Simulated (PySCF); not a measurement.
Cd(Et) (C₂H₅Cd), SMILES C[CH2][Cd] (connectivity only; charge and spin as stated), neutral, multiplicity 2.

Geometry optimised at PBE-D3(BJ)/def2-TZVP. The spin state was assumed, not searched. The isomer is the one that the SMILES or the coordinates give; other isomers of the formula were not compared. The def2 effective core potentials stand for the cores of Cd; spin–orbit coupling is left out.

All values below come from PBE-D3(BJ)/def2-TZVP run with PySCF.

Frequencies are harmonic and unscaled.

```tsv
mode	ν (cm⁻¹)	IR (km/mol)	moving atoms (share of kinetic energy)
1	149	0.0	C 63 %, H 21 %, Cd 15 %
2	192	0.0	H 93 %
3	251	0.4	C 73 %, H 19 %
4	543	1.6	H 89 %, C 11 %
5	839	0.9	H 96 %
6	842	1.0	H 94 %
7	993	51.3	C 68 %, H 32 %
8	1045	36.4	H 57 %, C 43 %
9	1187	0.7	H 70 %, C 30 %
10	1351	6.3	H 83 %, C 17 %
11	1409	0.6	H 88 %, C 12 %
12	1436	3.1	H 96 %
13	1438	9.5	H 97 %
14	2918	39.6	H 95 %
15	2993	9.4	H 93 %
16	3011	23.6	H 95 %
17	3029	15.7	H 91 %, C 9 %
18	3082	15.7	H 90 %, C 10 %
```
